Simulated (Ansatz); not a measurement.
`[F][SnH]([SH])[Cl]` + H₂ → `[SH][SnH2][Cl]` + H–F at 700 K and 1 bar (hydrogenolysis of the Sn–F bond).

Program: Ansatz. Geometries: PBE0-D4/def2-TZVP. ΔE: electronic, gas phase. CBS: MP2 limit from def2 TZ/QZ plus the TZ coupled-cluster correction, frozen cores. This one scheme is used for every species. def2 core potentials past Kr. For Sn outer-core shells are correlated without core-valence functions, which leaves a few kJ/mol of doubt a bond. Each species was taken in one conformer, which may not be the lowest.

```json
{"species": "`[F][SnH]([SH])[Cl]`", "CCSD(T)/CBS energy (Eh)": "-1172.67563", "H − E (kJ/mol)": "113.9", "S (J/(mol·K))": "451.2"}
{"species": "H₂", "CCSD(T)/CBS energy (Eh)": "-1.17544", "H − E (kJ/mol)": "46.8", "S (J/(mol·K))": "155.3"}
{"species": "`[SH][SnH2][Cl]`", "CCSD(T)/CBS energy (Eh)": "-1073.44145", "H − E (kJ/mol)": "120.7", "S (J/(mol·K))": "417.4"}
{"species": "H–F", "CCSD(T)/CBS energy (Eh)": "-100.39570", "H − E (kJ/mol)": "45.2", "S (J/(mol·K))": "198.5"}
```

H − E and S are ideal-gas, rigid-rotor, harmonic terms from PBE0-D4/def2-TZVP, for one conformer and one mirror image of each species. The MP2-based limit puts H₂ 0.8 mEh under its directly extrapolated value; such offsets cancel only in part. 1 Eh = 2625.50 kJ/mol, R = 8.31446 J/(mol·K).

By hand: ΔE, ΔH, ΔS and ΔG.

ΔE = (-1073.44145) + (-100.39570) − (-1172.67563) − (-1.17544) = 0.01392 Eh = 36.5 kJ/mol. Δ(H − E) = 120.7 + 45.2 − 113.9 − 46.8 = 5.2, so ΔH = 41.7 kJ/mol. ΔS = 417.4 + 198.5 − 451.2 − 155.3 = 9.4 J/(mol·K). ΔG = 41.7 − 700 × (9.4)/1000 = 35.1 kJ/mol.

By hand: the equilibrium constant, and the temperature at which ΔG would vanish if ΔH and ΔS stayed fixed.

log₁₀ K = −ΔG/(RT ln 10) = -2.6. ΔG = 0 at ΔH/ΔS = 4436 K, far beyond where these terms or the molecules hold.

The number of gas molecules stays the same, so ΔS is small and ΔH decides. A doubt of 5 kJ/mol in ΔE shifts log₁₀ K by 0.4 here. Other conformers and mirror images would add mixing entropy, several J/(mol·K) or more a flexible species. These are equilibria of isolated gas molecules and say nothing of rates. Largest T1 diagnostic: 0.013 (customary marks: 0.02 for closed shells, 0.045 for open ones).
